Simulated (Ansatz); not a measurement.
Program: Ansatz. Geometries: PBE0-D4/def2-TZVP. ΔE: electronic, gas phase. CCSD(T)/CBS is the MP2 limit (def2-TZVPP, def2-QZVPP) plus CCSD(T) − MP2 in def2-TZVPP, frozen cores. This one scheme is used for every species. Functionals use def2-TZVPP. B3LYP here is the variant with VWN-RPA as its local correlation; programs differ in this. One conformer a species, not always the lowest.

Reaction (ligand exchange at the Si–C bond): `CO[SiH2]C` + CH₃SH → `CO[SiH2]SC` + CH₄

`CO[SiH2]C`:

Z-matrix (Å, degrees):
```
C
O 1 1.406
H 1 1.092 2 108.4
H 1 1.097 2 111.7 3 -119.3
H 1 1.096 2 111.6 3 119.1
Si 2 1.646 1 122.9 3 170.6
C 6 1.864 2 112.5 1 66.4
H 6 1.493 2 109.3 1 -54.7
H 6 1.483 2 105.4 1 -172.6
H 7 1.093 6 111.6 2 -62.6
H 7 1.093 6 111.1 2 58.5
H 7 1.094 6 110.0 2 178.1
```

CH₃SH:

Cartesian coordinates in Å:
```
C -0.484 0.040 0.075
S 1.252 0.487 0.299
H -0.799 0.166 -0.960
H -1.057 0.726 0.698
H -0.681 -0.978 0.409
H 1.769 -0.441 -0.521
```

`CO[SiH2]SC`:

```xyz
13

C     1.560   -1.345   -0.547
O     1.401    0.010   -0.189
Si    0.244    0.976   -0.836
S    -1.727    0.287   -0.466
C    -1.762    0.449    1.344
H     0.644   -1.916   -0.366
H     1.831   -1.448   -1.604
H     2.364   -1.764    0.060
H     0.472    2.294   -0.200
H     0.340    1.028   -2.319
H    -2.749    0.125    1.673
H    -1.611    1.487    1.643
H    -1.007   -0.183    1.809
```

CH₄:

Z-matrix (Å, degrees):
```
C
H 1 1.090
H 1 1.090 2 109.5
H 1 1.090 2 109.5 3 -120.0
H 1 1.090 2 109.5 3 120.0
```

(1) Is it downhill or uphill in electronic energy at CCSD(T)/CBS, and by how much? (An estimate is asked.)

(2) What do these levels give: r2SCAN-D4, B3LYP-D4, BHLYP-D4, ωB97X-V, BLYP, r2SCAN, MP2/def2-SVP, CCSD/def2-SVP, CCSD(T)/def2-SVP, CCSD(T)/def2-TZVPP, HF/CBS(def2), MP2/CBS(def2)? (An estimate is asked.)

Largest T1 diagnostic among the species: 0.011.

Results:

(1) Computed: Downhill: ΔE = -0.78 eV.

(2) Computed: r2SCAN-D4 -0.81, B3LYP-D4 -0.79, BHLYP-D4 -0.78, ωB97X-V -0.75, BLYP -0.72, r2SCAN -0.79, MP2/def2-SVP -0.78, CCSD/def2-SVP -0.72, CCSD(T)/def2-SVP -0.74, CCSD(T)/def2-TZVPP -0.75, HF/CBS(def2) -0.67, MP2/CBS(def2) -0.83 eV.

Leaving LDA and LC-ωPBE aside and taking each functional with its dispersion term where it has one, the values, not all of them listed here, spread over 0.08 eV, from revPBE-D4 to CAM-B3LYP-D4. The D4 term adds −0.07 eV with B3LYP and −0.04 eV with PBE0; it sums over pairs of atoms, weighted by their polarisabilities, and B3LYP, whose exchange is more repulsive, gets the larger term. At CCSD(T), def2-SVP lies +0.03 eV from the extrapolated value and def2-TZVPP +0.03 eV.
